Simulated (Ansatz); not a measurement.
(HMg-mu-NH2)2 (Mg2N2H6). Total charge 0; singlet. Geometry PBE0-D4/def2-SVP, basis def2-TZVP, Ansatz.

```json
{"run": "A", "HOMO (eV)": "-9.07", "LUMO (eV)": "0.96"}
{"run": "B", "HOMO (eV)": "-9.62", "LUMO (eV)": "1.44"}
{"run": "C", "HOMO (eV)": "-5.56", "LUMO (eV)": "-1.48"}
{"run": "D", "HOMO (eV)": "-5.86", "LUMO (eV)": "-1.35"}
{"run": "E", "HOMO (eV)": "-6.67", "LUMO (eV)": "-0.65"}
{"run": "F", "HOMO (eV)": "-5.74", "LUMO (eV)": "-0.87"}
```

Problem. The runs used B97M-V, HF, LDA (SPW92), PBE0, r2SCAN, ωB97X-V. Estimate which is which.

Solution. A ωB97X-V (range-separated); B HF (100 % exact exchange); C LDA (SPW92) (0 % exact exchange); D B97M-V (0 % exact exchange); E PBE0 (25 % exact exchange); F r2SCAN (0 % exact exchange). Exact exchange lowers occupied and raises empty levels; among semilocal functionals meta-GGAs tend to open the gap a little, and such runs are hard to tell apart. The gap grows from 4.09 eV (LDA (SPW92)) to 11.06 eV (HF).
